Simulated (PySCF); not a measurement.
C2H9NSi, SMILES CC[SiH2]N.

Geometry optimised at r2SCAN-D4/def2-SVP. Other conformers were not sampled.

Computed with TDDFT-CAM-B3LYP/def2-SVPD in PySCF.

Vertical excitations. Isolated molecule, no solvent.

Computed lowest excited states:
```
state  energy (eV)  λ (nm)      f                                                                main pairs
-----  -----------  ------  -----  ------------------------------------------------------------------------
S1            6.39     194  0.019                                                            HOMO→LUMO 86 %
S2            7.47     166  0.024                                                          HOMO→LUMO+1 71 %
S3            7.78     159  0.023                                                          HOMO→LUMO+2 72 %
S4            7.98     155  0.028                                        HOMO−1→LUMO 64 %, HOMO→LUMO+5 13 %
S5            8.15     152  0.017                                        HOMO→LUMO+5 49 %, HOMO→LUMO+3 21 %
S6            8.38     148  0.070  HOMO→LUMO+4 41 %, HOMO−1→LUMO+1 17 %, HOMO→LUMO+6 16 %, HOMO→LUMO+2 10 %
S7            8.46     147  0.024   HOMO−2→LUMO 26 %, HOMO−1→LUMO+1 15 %, HOMO→LUMO+3 12 %, HOMO→LUMO+6 9 %
S8            8.50     146  0.038                     HOMO−1→LUMO+1 37 %, HOMO→LUMO+3 34 %, HOMO→LUMO+7 6 %
S9            8.87     140  0.040                       HOMO−2→LUMO 52 %, HOMO→LUMO+5 16 %, HOMO→LUMO+6 9 %
S10           8.88     140  0.018   HOMO→LUMO+6 37 %, HOMO→LUMO+4 28 %, HOMO−1→LUMO+1 10 %, HOMO→LUMO+1 6 %
T1            6.02     206      0                                                            HOMO→LUMO 79 %
T2            7.17     173      0                                                          HOMO→LUMO+1 65 %
T3            7.55     164      0                                        HOMO→LUMO+2 61 %, HOMO−1→LUMO 10 %
T4            7.67     162      0                       HOMO−1→LUMO 42 %, HOMO→LUMO+5 21 %, HOMO→LUMO+2 9 %
```
Triplets are in the Tamm–Dancoff approximation, which puts them higher than full response would, so one can lie above its singlet here.
